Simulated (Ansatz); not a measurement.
A structure relaxed at PBE-D4/def2-SVPD in Ansatz, charge -1, doublet:

Cartesian coordinates in Å:
```
Au -0.215 -0.009 1.411
Au 0.216 0.009 -1.411
S 1.439 -1.319 0.212
S -1.439 1.318 -0.212
```

**Question.** Give its formula and point group.

**Answer.** Au2S2⁻. Point group D2h (tolerance 0.1 Å).

**Question.** Summarise the bond lengths by kind (pairs closer than 1.2 times the sum of covalent radii, bridged metal pairs left out).

**Answer.** 4 × Au–S 2.43 Å.

In the def2 sets Au takes a core potential; there is no spin–orbit coupling. Another isomer (doublet) lies 0.51 eV lower at PBE0-D4/def2-TZVPD; other spin states weren't run for this one.
